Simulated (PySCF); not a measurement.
C3H10FPSi2.
Atom-mapped SMILES: `[CH2:1]=[CH:2][CH2:3][Si@@H:4]([F:5])[SiH2:6][PH2:7]` (hydrogens: H8, H9 on C1; H10 on C2; H11, H12 on C3; H13 on Si4; H14, H15 on Si6; H16, H17 on P7)

Computed, not measured: PySCF, TDDFT B3LYP/def2-SVPD, vertical, gas phase, core orbitals frozen in the response. The structure is a single GFN2-xTB conformer in the gas phase; no vibrational or solvent corrections. Torsions of this conformer, `[CH2:1]=[CH:2][CH2:3][Si@@H:4]([F:5])[SiH2:6][PH2:7]`: C1–C2–C3–Si4 -95°, C2–C3–Si4–F5 -66°, C3–Si4–Si6–P7 52°, H–P7–Si6–Si4 68°, H–P7–Si6–Si4 161°.

Broadening: Gaussians 0.3 eV wide at half height, area fixed by f = 4.319×10⁻⁹ ∫ε dν̃. The width is an assumption, not a result. The curve ends short of the highest state used, and states not computed would add to its high-energy end.

λ (nm), ε (L mol⁻¹ cm⁻¹) and a bar:
```
    211.9         98 #
    213.1        100 #
    214.2        130 #
    215.4        203 ##
    216.6        335 ###
    217.7        519 #####
    218.9        801 #######
    220.1       1166 ##########
    221.2       1563 ##############
    222.4       2034 ##################
    223.5       2464 #####################
    224.7       2883 #########################
    225.9       3204 ############################
    227.0       3384 #############################
    228.2       3442 ##############################
    229.4       3367 #############################
    230.5       3206 ############################
    231.7       2968 ##########################
    232.8       2725 ########################
    234.0       2465 #####################
    235.2       2228 ###################
    236.3       2037 ##################
    237.5       1855 ################
    238.7       1689 ###############
    239.8       1543 #############
    241.0       1381 ############
    242.1       1227 ###########
    243.3       1055 #########
    244.5        883 ########
    245.6        731 ######
    246.8        578 #####
    247.9        454 ####
    249.1        338 ###
    250.3        244 ##
    251.4        177 ##
    252.6        120 #
    253.8         80 #
    254.9         53 
    256.1         33 
    257.2         21 
    258.4         13 
    259.6          7 
    260.7          4 
    261.9          2
```

(1) Where are the band maxima, and which computed states make them?

(2) Coming from long wavelengths, where does ε first pass 100 L mol⁻¹ cm⁻¹?

(3) On this curve, what absorbance would a 10⁻³ mol/L sample give at 222 nm over a 1 cm path?

## Answers

(1) 228 nm (5.44 eV), ε about 3400, made up of S2 (95%) (ε in L mol⁻¹ cm⁻¹; maxima over ε = 5, shares over 10%). At its high-energy end, 5.85 eV, the curve is still rising (ε about 98, from S2, S3 and S4). The states used: S1 5.18 eV (f 0.014); S2 5.45 eV (f 0.037); S3 5.96 eV (f 0.0007); S4 6.17 eV (f 0.0057); S5 6.24 eV (f 0.0053); S6 6.39 eV (f 0.0081); S7 6.40 eV (f 0.012); S8 6.45 eV (f 0.051).

(2) At about 253 nm (4.90 eV), 0.29 eV below S1.

(3) 222 nm is 5.585 eV, where ε is about 1900 L mol⁻¹ cm⁻¹, so A = ε c l ≈ 1.9 (Beer–Lambert, with the gas-phase spectrum and the assumed width).

Hardware: one thread of an Arm Neoverse V2, on a shared host. Cost: 40 s wall, 0.95 GiB resident at most.
